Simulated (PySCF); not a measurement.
A structure optimised at r2SCAN-D4/def2-SVP, used in a PySCF frequency run:

```xyz
11

In     0.1041     0.1649     0.2269
F      1.1423     0.0649     1.8949
C     -0.1417    -1.6303    -0.9574
C     -1.0212    -1.4883    -2.1935
H     -0.5337    -2.3799    -0.2506
H      0.8854    -1.9406    -1.2111
H     -0.6259    -0.7444    -2.9034
H     -2.0504    -1.1880    -1.9406
H     -1.0899    -2.4467    -2.7367
O     -0.4964     2.0667     0.0638
H     -1.0205     2.2123    -0.7364
```

Question: Write its SMILES and formula.

Answer: C[CH2][In]([OH])[F], C2H6FInO

Question: What are its rotational constants (standard atomic weights)?

Answer: 4.7006, 1.9308, 1.3928 GHz
